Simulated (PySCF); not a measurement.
Geometry (Å), atoms numbered from 1 in this order:
```xyz
12

O    -0.527    2.558   -0.208
C    -0.217    1.397   -0.198
N     1.095    0.956   -0.184
C     1.534   -0.357   -0.174
O     2.694   -0.670   -0.164
N     0.496   -1.273   -0.175
C    -0.860   -0.996   -0.188
O    -1.711   -1.845   -0.188
N    -1.135    0.361   -0.201
H     1.814    1.673   -0.186
H     0.757   -2.253   -0.164
H    -2.114    0.624   -0.209
```

Theoretical values (PySCF): NMR shieldings at PBE0/pcSseg-1/GIAO, geometry from PBE0-D3(BJ)/def2-SVP. Isolated molecule, averaged over atoms made equivalent by symmetry, fast rotation or ring inversion, no relativistic terms, one conformer.

Scale: 13C (σref 184.41), 1H (σref 31.27) against TMS; H2O for 17O (σref 334.56); 15N (σref 265.67) vs NH3 (reference shieldings calculated alike).

```
      atoms  nucleus  count  δ (ppm)
   N3/N6/N9      15N      3        ?
H10/H11/H12       1H      3     5.93
   C2/C4/C7      13C      3    148.0
   O1/O5/O8      17O      3        ?
```

Question: Fill in the missing shifts.

Answer: 
- O1/O5/O8: 358.4 ppm, carbonyl oxygen
- N3/N6/N9: 156.5 ppm, ring nitrogen

OH and NH positions are those of a molecule without intermolecular hydrogen bonds; in solution they move with solvent, concentration and temperature, and exchange usually removes their couplings. Shifts are as computed. Against solution values, carbons near 30 ppm lie about +2 ppm off and those near 130 ppm about +5 ppm. Of 1211 compounds with measured shifts, 218 miss one by over three times the rms of a fit or turn the order of signals round; such compounds aren't used in these exercises. Unscaled 17O shifts of doubly bonded oxygen tend to come out too high, by tens of ppm or more. Experimental scales use liquid or dissolved standards, which lie at an offset from isolated NH3 (liquid NH3: subtract about 20 ppm) and H2O (liquid H2O: subtract about 36 ppm). Unscaled 15N shifts of sp2 nitrogen come out 20 to 40 ppm too high even then.
